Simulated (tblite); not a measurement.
Record of a relaxation.

C5H11GeNSi.
Atom-mapped SMILES: `[CH3:1][C@@:2]1([C:3]#[N:4])[CH2:5][SiH2:6][CH2:7][GeH2:8]1` (hydrogens: H9, H10, H11 on C1; H12, H13 on C5; H14, H15 on Si6; H16, H17 on C7; H18, H19 on Ge8)

Computed with GFN2-xTB (tblite), gas phase: L-BFGS steps from a force-field or distance-geometry start until the largest atomic force falls under 0.01 eV/Å. 10 of its 139 geometries are shown.

Step 0: E = -620.7253 eV, largest atomic force 2.658 eV/Å
```
atom  x, y, z in Å  |  force x, y, z in eV/Å
C1     -1.828   -0.061   -0.866   -1.574   0.110   0.063
C2     -0.863    0.078    0.274   -1.504   0.058   1.926
C3     -1.570    0.412    1.537   -1.025   0.228   0.853
N4     -2.136    0.682    2.521    1.385  -0.612  -2.184
C5     -0.131   -1.212    0.468   -0.148  -1.740   0.674
Si6     1.478   -1.119   -0.455    1.023  -0.437  -0.742
C7      2.087    0.553    0.145    0.012   0.127   0.502
Ge8     0.384    1.508   -0.035    1.239   1.603  -0.449
H9     -2.106    0.954   -1.206   -0.270  -0.554  -0.024
H10    -2.748   -0.607   -0.474    0.955   0.537  -0.927
H11    -1.353   -0.593   -1.699   -0.301   0.068   0.247
H12     0.107   -1.362    1.531   -0.088  -0.046  -0.070
H13    -0.737   -2.101    0.163    0.197   0.668   0.297
H14     2.412   -2.201   -0.143   -0.070  -0.056  -0.024
H15     1.222   -0.961   -1.894    0.027  -0.200  -0.060
H16     2.872    0.973   -0.478    0.096  -0.024   0.427
H17     2.348    0.489    1.216    0.308   0.171  -0.605
H18     0.294    1.875   -1.530   -0.152   0.204   0.445
H19     0.259    2.702    0.917   -0.110  -0.105  -0.349
```

Step 15: E = -621.1942 eV, largest atomic force 0.095 eV/Å
```
atom  x, y, z in Å  |  force x, y, z in eV/Å
C1     -1.888   -0.051   -0.860   -0.003   0.032  -0.040
C2     -0.905    0.068    0.309   -0.031  -0.008  -0.025
C3     -1.610    0.390    1.514    0.028  -0.019   0.005
N4     -2.123    0.666    2.502    0.007  -0.027  -0.065
C5     -0.121   -1.250    0.495    0.018   0.052   0.025
Si6     1.528   -1.153   -0.463   -0.022  -0.065  -0.027
C7      2.125    0.552    0.147   -0.011  -0.058  -0.024
Ge8     0.441    1.568   -0.029   -0.075  -0.020   0.016
H9     -2.219    0.931   -1.194   -0.064   0.054   0.045
H10    -2.771   -0.630   -0.583    0.070  -0.029   0.024
H11    -1.400   -0.545   -1.698    0.025   0.013  -0.010
H12     0.114   -1.382    1.555   -0.017  -0.004   0.029
H13    -0.750   -2.097    0.211    0.045   0.056   0.012
H14     2.433   -2.258   -0.157    0.012  -0.007   0.067
H15     1.267   -1.086   -1.907    0.017  -0.031  -0.037
H16     2.943    0.973   -0.428   -0.025  -0.004  -0.024
H17     2.442    0.496    1.187   -0.008   0.032  -0.007
H18     0.238    2.035   -1.450    0.009   0.022  -0.049
H19     0.245    2.784    0.841    0.025   0.010   0.084
```

Step 31: E = -621.2395 eV, largest atomic force 0.085 eV/Å
```
atom  x, y, z in Å  |  force x, y, z in eV/Å
C1     -1.900   -0.024   -0.875    0.049  -0.009   0.026
C2     -0.905    0.094    0.280    0.034   0.046   0.063
C3     -1.627    0.384    1.484    0.015  -0.022  -0.067
N4     -2.181    0.601    2.463   -0.020   0.043   0.059
C5     -0.121   -1.218    0.493   -0.012  -0.002   0.010
Si6     1.541   -1.207   -0.443   -0.020  -0.027   0.000
C7      2.114    0.541    0.049   -0.002   0.010   0.031
Ge8     0.442    1.592   -0.040   -0.043  -0.040   0.053
H9     -2.413    0.923   -1.040    0.006  -0.017   0.005
H10    -2.645   -0.788   -0.654   -0.031   0.001  -0.032
H11    -1.379   -0.305   -1.788    0.045   0.015  -0.054
H12     0.122   -1.315    1.558   -0.063  -0.007  -0.021
H13    -0.763   -2.066    0.246    0.044  -0.011   0.005
H14     2.424   -2.265    0.051    0.008   0.016   0.020
H15     1.364   -1.323   -1.893   -0.027   0.018  -0.039
H16     2.918    0.950   -0.552   -0.022  -0.023  -0.044
H17     2.450    0.525    1.084    0.071   0.014   0.006
H18     0.211    2.203   -1.403   -0.032  -0.005  -0.004
H19     0.338    2.709    0.973    0.000   0.001  -0.016
```

Step 46: E = -621.2586 eV, largest atomic force 0.091 eV/Å
```
atom  x, y, z in Å  |  force x, y, z in eV/Å
C1     -1.863   -0.009   -0.898   -0.037  -0.017  -0.024
C2     -0.915    0.081    0.298    0.016   0.046   0.009
C3     -1.658    0.383    1.484   -0.005  -0.008  -0.068
N4     -2.208    0.641    2.455   -0.053   0.009   0.074
C5     -0.141   -1.231    0.516    0.008  -0.041   0.024
Si6     1.528   -1.226   -0.401    0.044  -0.014  -0.029
C7      2.115    0.540    0.000    0.010   0.008   0.009
Ge8     0.433    1.583    0.011    0.019  -0.022  -0.015
H9     -2.455    0.904   -0.986    0.052  -0.013  -0.012
H10    -2.550   -0.848   -0.784    0.014   0.010  -0.001
H11    -1.297   -0.149   -1.820    0.004   0.006   0.042
H12     0.070   -1.340    1.584    0.007   0.004   0.034
H13    -0.767   -2.082    0.245   -0.039  -0.006  -0.009
H14     2.427   -2.243    0.150   -0.009  -0.006  -0.023
H15     1.350   -1.379   -1.849   -0.010  -0.028  -0.007
H16     2.842    0.924   -0.708   -0.018   0.016  -0.007
H17     2.574    0.565    0.987    0.000   0.030  -0.006
H18     0.141    2.211   -1.331    0.003   0.029  -0.013
H19     0.363    2.686    1.038   -0.006  -0.004   0.021
```

Step 61: E = -621.2668 eV, largest atomic force 0.085 eV/Å
```
atom  x, y, z in Å  |  force x, y, z in eV/Å
C1     -1.811   -0.002   -0.910    0.031  -0.011  -0.021
C2     -0.915    0.085    0.326   -0.014  -0.033  -0.029
C3     -1.708    0.377    1.480   -0.036   0.026   0.073
N4     -2.305    0.626    2.426    0.013  -0.020  -0.042
C5     -0.146   -1.231    0.557    0.024   0.029  -0.015
Si6     1.516   -1.234   -0.382   -0.052  -0.047  -0.028
C7      2.108    0.549   -0.065   -0.028  -0.051  -0.016
Ge8     0.427    1.591    0.050    0.038   0.023  -0.035
H9     -2.409    0.904   -1.010    0.039  -0.008  -0.034
H10    -2.486   -0.854   -0.847   -0.041  -0.035   0.031
H11    -1.189   -0.121   -1.796   -0.034   0.019  -0.054
H12     0.059   -1.338    1.626    0.012   0.007  -0.010
H13    -0.777   -2.079    0.279    0.002   0.033   0.039
H14     2.423   -2.242    0.170    0.018   0.005   0.016
H15     1.301   -1.465   -1.818    0.008   0.025   0.024
H16     2.771    0.910   -0.844   -0.015   0.044   0.010
H17     2.645    0.609    0.879    0.025   0.002   0.014
H18     0.109    2.285   -1.262   -0.015  -0.010   0.082
H19     0.382    2.640    1.136    0.024   0.000  -0.005
```

Step 77: E = -621.2902 eV, largest atomic force 0.076 eV/Å
```
atom  x, y, z in Å  |  force x, y, z in eV/Å
C1     -1.680   -0.007   -0.974    0.007   0.009  -0.012
C2     -0.917    0.106    0.345   -0.029  -0.044  -0.008
C3     -1.846    0.353    1.404   -0.026   0.023   0.068
N4     -2.571    0.531    2.273   -0.005   0.033   0.005
C5     -0.150   -1.188    0.657    0.029   0.005   0.004
Si6     1.464   -1.268   -0.356   -0.005  -0.018   0.018
C7      2.058    0.543   -0.248   -0.010   0.015  -0.019
Ge8     0.435    1.606    0.185    0.041   0.010   0.025
H9     -2.266    0.895   -1.147   -0.019   0.016  -0.039
H10    -2.358   -0.860   -0.958   -0.024  -0.027  -0.004
H11    -0.981   -0.137   -1.799    0.000   0.012  -0.023
H12     0.112   -1.194    1.718    0.010   0.006   0.027
H13    -0.803   -2.049    0.499    0.036  -0.002  -0.015
H14     2.412   -2.189    0.272    0.020  -0.012   0.000
H15     1.195   -1.659   -1.744    0.012   0.010  -0.026
H16     2.519    0.888   -1.169   -0.017  -0.022  -0.019
H17     2.804    0.654    0.536   -0.037   0.018   0.016
H18    -0.011    2.528   -0.928    0.034   0.008   0.017
H19     0.575    2.457    1.428   -0.017  -0.041  -0.017
```

Step 92: E = -621.2988 eV, largest atomic force 0.054 eV/Å
```
atom  x, y, z in Å  |  force x, y, z in eV/Å
C1     -1.624   -0.013   -1.010   -0.005  -0.005   0.012
C2     -0.928    0.104    0.347   -0.008   0.011   0.004
C3     -1.901    0.365    1.364    0.018  -0.017  -0.048
N4     -2.667    0.570    2.191   -0.016   0.023   0.037
C5     -0.150   -1.173    0.705   -0.014   0.014  -0.005
Si6     1.451   -1.286   -0.323    0.003   0.029  -0.001
C7      2.005    0.542   -0.353    0.027   0.022  -0.001
Ge8     0.436    1.597    0.253    0.019  -0.013  -0.010
H9     -2.241    0.867   -1.193    0.006  -0.001  -0.013
H10    -2.264   -0.895   -1.048    0.010  -0.008   0.005
H11    -0.880   -0.088   -1.804   -0.024  -0.012  -0.004
H12     0.129   -1.124    1.763   -0.024  -0.010  -0.001
H13    -0.795   -2.047    0.594    0.007   0.004  -0.006
H14     2.425   -2.149    0.347    0.011  -0.002  -0.001
H15     1.183   -1.753   -1.688   -0.001  -0.027  -0.013
H16     2.325    0.850   -1.345   -0.003  -0.005   0.027
H17     2.845    0.707    0.319   -0.012   0.001  -0.027
H18    -0.009    2.672   -0.716    0.002  -0.022   0.026
H19     0.649    2.262    1.589    0.002   0.018   0.020
```

Step 107: E = -621.3008 eV, largest atomic force 0.013 eV/Å
```
atom  x, y, z in Å  |  force x, y, z in eV/Å
C1     -1.617   -0.021   -1.018    0.000   0.001   0.006
C2     -0.930    0.106    0.342    0.000   0.001   0.002
C3     -1.908    0.380    1.351   -0.003   0.003   0.004
N4     -2.671    0.608    2.176    0.006  -0.004  -0.005
C5     -0.155   -1.170    0.706   -0.005  -0.002  -0.002
Si6     1.452   -1.284   -0.316    0.005   0.006   0.009
C7      1.998    0.547   -0.374   -0.007  -0.005  -0.003
Ge8     0.442    1.594    0.277    0.002   0.001   0.003
H9     -2.242    0.851   -1.213    0.010   0.008   0.003
H10    -2.247   -0.910   -1.052   -0.004  -0.001  -0.003
H11    -0.870   -0.096   -1.808   -0.006  -0.006  -0.004
H12     0.112   -1.125    1.766   -0.006  -0.008  -0.003
H13    -0.797   -2.045    0.585    0.000  -0.005   0.001
H14     2.438   -2.122    0.368    0.001  -0.003   0.006
H15     1.187   -1.793   -1.668    0.007   0.006  -0.001
H16     2.277    0.853   -1.379    0.002  -0.004   0.001
H17     2.862    0.720    0.262   -0.004   0.006  -0.008
H18    -0.005    2.702   -0.647   -0.004   0.007  -0.006
H19     0.663    2.214    1.635    0.005  -0.001   0.000
```

Step 123: E = -621.3018 eV, largest atomic force 0.017 eV/Å
```
atom  x, y, z in Å  |  force x, y, z in eV/Å
C1     -1.615   -0.021   -1.020    0.000   0.000   0.001
C2     -0.929    0.105    0.341   -0.001  -0.005   0.000
C3     -1.909    0.381    1.348   -0.002   0.013   0.004
N4     -2.674    0.615    2.169   -0.003  -0.008   0.006
C5     -0.160   -1.175    0.702   -0.002   0.001   0.003
Si6     1.460   -1.281   -0.303    0.005   0.004   0.015
C7      1.991    0.553   -0.394   -0.002  -0.013   0.005
Ge8     0.443    1.593    0.286   -0.008   0.000  -0.014
H9     -2.211    0.868   -1.230    0.000   0.006  -0.004
H10    -2.273   -0.889   -1.041    0.000   0.007  -0.006
H11    -0.868   -0.134   -1.805   -0.003   0.002  -0.003
H12     0.092   -1.142    1.767    0.010   0.000  -0.002
H13    -0.802   -2.047    0.565    0.007  -0.003  -0.006
H14     2.444   -2.104    0.405    0.001   0.010  -0.001
H15     1.217   -1.808   -1.652    0.000  -0.007  -0.001
H16     2.244    0.845   -1.410   -0.008   0.006   0.011
H17     2.867    0.746    0.219    0.008  -0.011  -0.011
H18    -0.013    2.725   -0.606    0.002  -0.005  -0.003
H19     0.686    2.180    1.653   -0.002   0.002   0.007
```

Step 138: E = -621.3025 eV, largest atomic force 0.008 eV/Å
```
atom  x, y, z in Å  |  force x, y, z in eV/Å
C1     -1.610   -0.009   -1.024   -0.001  -0.002  -0.001
C2     -0.931    0.104    0.341    0.002   0.006   0.000
C3     -1.914    0.376    1.346    0.001   0.000  -0.008
N4     -2.681    0.604    2.166   -0.001  -0.003   0.005
C5     -0.164   -1.178    0.700   -0.002   0.001   0.003
Si6     1.468   -1.284   -0.285    0.000   0.001  -0.004
C7      1.979    0.554   -0.416    0.004   0.000  -0.003
Ge8     0.445    1.589    0.299   -0.005   0.000   0.003
H9     -2.184    0.893   -1.240    0.002  -0.001   0.000
H10    -2.289   -0.862   -1.050    0.006   0.001   0.002
H11    -0.861   -0.141   -1.805   -0.001   0.002   0.003
H12     0.079   -1.152    1.766    0.000  -0.003   0.003
H13    -0.803   -2.050    0.550   -0.001  -0.002  -0.003
H14     2.458   -2.071    0.454   -0.003   0.004  -0.001
H15     1.249   -1.849   -1.623   -0.001   0.000   0.003
H16     2.186    0.837   -1.445   -0.003  -0.004  -0.001
H17     2.880    0.760    0.155   -0.001   0.001   0.005
H18    -0.013    2.736   -0.572    0.000   0.002   0.000
H19     0.696    2.151    1.676    0.004  -0.001  -0.005
```

Task: Summarise the path.

Result: The energy falls by 0.5773 eV from step 0 to step 138; nine tenths of that is first reached at step 36. It falls at every step. The largest force goes from 2.658 to 0.008 eV/Å. Among the bonds C2–Ge8 changes most, from 1.922 to 2.024 Å; the atoms move by 0.708 Å rms after alignment.

Task: Follow the three bonds and two angles with the largest change from start to end.

Result: 
```
step  E above end (eV)  largest force (eV/Å)  C2–Ge8 (Å)  C2–C3 (Å)  C5–Si6 (Å)  C7–Ge8–H18 (°)  Si6–C7–Ge8 (°)
   0            0.5773                 2.658       1.922      1.486       1.858           104.8            97.1
   6            0.1626                 0.550       2.032      1.434       1.906           108.2           100.0
  12            0.1157                 0.257       2.043      1.433       1.910           110.1            99.1
  18            0.1001                 0.249       2.032      1.429       1.907           111.2           100.0
  24            0.0807                 0.171       2.042      1.434       1.910           112.2           102.6
  30            0.0643                 0.126       2.039      1.432       1.907           112.5           102.9
  36            0.0567                 0.096       2.033      1.433       1.907           112.6           102.2
  42            0.0468                 0.100       2.041      1.432       1.908           112.9           103.0
  48            0.0426                 0.044       2.038      1.433       1.908           112.2           103.4
  54            0.0404                 0.040       2.037      1.432       1.907           112.2           103.4
  60            0.0369                 0.078       2.034      1.431       1.909           111.8           103.6
  66            0.0289                 0.099       2.042      1.435       1.904           112.6           104.7
  72            0.0178                 0.105       2.030      1.432       1.907           113.4           105.1
  78            0.0115                 0.176       2.026      1.430       1.907           114.0           105.5
  84            0.0069                 0.053       2.026      1.432       1.908           113.9           105.6
  90            0.0046                 0.059       2.028      1.433       1.906           114.6           106.0
  96            0.0029                 0.039       2.025      1.431       1.907           114.6           105.8
 102            0.0021                 0.022       2.024      1.431       1.908           114.5           105.8
 108            0.0017                 0.014       2.024      1.432       1.908           114.7           105.7
 114            0.0013                 0.017       2.026      1.432       1.909           114.8           105.8
 120            0.0010                 0.018       2.025      1.432       1.909           115.0           105.7
 126            0.0006                 0.024       2.024      1.431       1.909           115.4           105.6
 132            0.0002                 0.014       2.023      1.431       1.909           115.2           105.6
 138            0.0000                 0.008       2.024      1.432       1.909           115.0           105.7
```

What follows is the cost of the whole relaxation. The run took 2.1 s on an Arm Neoverse N1 with one thread (shared host).
